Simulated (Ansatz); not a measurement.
A series at Ta: from `[NH]=[Ta]([F])([F])[F]`, ligands are replaced one by one, each step taking up NH₃ and setting free H–F; n counts the steps. Ansatz, PBE0-D4/def2-TZVP geometries. Each molecule was computed in one conformer, which needn't be the lowest.

```json
{"n": "0", "molecule": "`[NH]=[Ta]([F])([F])[F]`", "zero-point energy, PBE0-D4/def2-TZVP (kJ/mol)": "53.2"}
{"n": "1", "molecule": "`[NH]=[Ta]([NH2])([F])[F]`", "zero-point energy, PBE0-D4/def2-TZVP (kJ/mol)": "114.6"}
{"n": "2", "molecule": "`[NH]=[Ta]([NH2])([NH2])[F]`", "zero-point energy, PBE0-D4/def2-TZVP (kJ/mol)": "?"}
{"n": "3", "molecule": "`[NH]=[Ta]([NH2])([NH2])[NH2]`", "zero-point energy, PBE0-D4/def2-TZVP (kJ/mol)": "232.5"}
```

Question: By hand: fit a straight line y = ȳ + b (n − n̄) to the 3 given rows and predict n = 2.

Answer: n̄ = 1.333, ȳ = 133.43; Σ(n − n̄)(y − ȳ) = 278.37, Σ(n − n̄)² = 4.667, so b = 59.65 kJ/mol a step. Prediction: 133.43 + (59.65) × (0.667) = 173.2 kJ/mol.

Question: By hand: compare with the computed value, 174.4 kJ/mol, and give the steps along the whole series.

Answer: The line misses by 1.2 kJ/mol (computed minus predicted). Steps: 61.4, 59.8, 58.1 kJ/mol.

The steps differ by at most 3.3 kJ/mol, 6 % of a mean step, so the ligands' effects nearly add and a line is close. The miss is 0.7 % of the series' range.
